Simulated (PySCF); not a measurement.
Krypton: a sound run and one with changed settings

Sound run: Kr [Kr], Kr⁺ [Ar] 3d10 4s2 4p5. Calculation: PySCF 2.14, in cc-pVTZ-PP with ECP10MDF (5s4p3d1f, 39 functions); scalar relativity through the core potential. The sound run starts from symmetry-adapted Hartree-Fock orbitals and uses a fine grid where one is needed.

Changed run: radial step 0.8 in ln r (0.13 in the sound run). This setting is unsound on purpose.

| species | method | sound run (hartree) | changed run (hartree) | converged |
| --- | --- | --- | --- | --- |
| Kr | UHF | -462.19804 | -462.19804 | yes |
| Kr | B3LYP | -463.64809 | -463.39020 | yes |
| Kr | PBE0 | -463.54548 | -463.27047 | yes |
| Kr⁺ | UHF | -461.71667 | -461.71667 | yes |
| Kr⁺ | B3LYP | -463.12834 | -462.87690 | yes |
| Kr⁺ | PBE0 | -463.02794 | -462.76189 | yes |

Ionisation energy of Kr:

| method | sound run (eV) | changed run (eV) |
| --- | --- | --- |
| UHF | 13.099 | 13.099 |
| B3LYP | 14.143 | 13.968 |
| PBE0 | 14.083 | 13.839 |

A coarse radial grid mis-integrates the density and the exchange-correlation energy, with errors of either sign; Hartree-Fock needs no grid.

For comparison, NIST gives 14.000 eV between the lowest levels.
